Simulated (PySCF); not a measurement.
Compound: C₇H₁₂.
Cartesian coordinates in Å at the GFN2-xTB level; atoms count from 1:
```xyz
19
C7H12 angstrom
C      2.507   -0.205   -0.181
C      1.061   -0.046    0.216
C      0.008   -0.831   -0.513
C     -1.283   -1.117    0.223
C     -1.710    0.236    0.811
C     -1.108    1.305   -0.112
C      0.115    0.653   -0.719
H      3.078    0.684    0.086
H      2.595   -0.359   -1.254
H      2.952   -1.059    0.327
H      0.921    0.111    1.278
H      0.318   -1.535   -1.273
H     -1.162   -1.873    1.001
H     -2.029   -1.479   -0.487
H     -1.309    0.346    1.819
H     -2.794    0.323    0.879
H     -1.810    1.563   -0.908
H     -0.868    2.218    0.435
H      0.506    1.075   -1.634
```

The closed-shell SCF was solved with PySCF and density fitting under several settings on one GFN2-xTB geometry (grid level 2 and gas phase unless stated).

```json
{"settings": "PBE0/pcSseg-1", "basis functions": "179", "SCF cycles": "12", "E (Eh)": "-273.5789", "HOMO (eV)": "-7.51", "LUMO (eV)": "1.61", "dipole (D)": "0.06"}
{"settings": "PBE0/def2-SVPD", "basis functions": "236", "SCF cycles": "12", "E (Eh)": "-273.4383", "HOMO (eV)": "-7.51", "LUMO (eV)": "0.88", "dipole (D)": "0.08"}
```

**Question.** Estimate the rows for these settings: (1) BLYP/6-311G**; (2) PBE0/6-31G.

**Answer.** 
```
     settings  basis functions  SCF cycles     E (Eh)  HOMO (eV)  LUMO (eV)  dipole (D)
BLYP/6-311G**              198          14  -273.8424      -6.06       0.74        0.07
   PBE0/6-31G               87          12  -273.5444      -7.31       3.00        0.08
```

**Question.** Over all rows, what range does the HOMO–LUMO gap span?

**Answer.** From 6.80 eV (BLYP/6-311G**) to 10.31 eV (PBE0/6-31G). The functional of the narrowest has no exact exchange, that of the widest 25 % exact exchange.

**Question.** Compare two rows with the functional PBE0: PBE0/pcSseg-1 and PBE0/6-31G. Which energy is lower, and by how much?

**Answer.** PBE0/pcSseg-1 (179 functions) lies 0.0345 Eh or 22 kcal/mol below PBE0/6-31G (87 functions).

Cycle counts include a coarse-grid stage where the run had one. All basis functions are spherical, in the Pople sets too.

One conformer stands for the species.
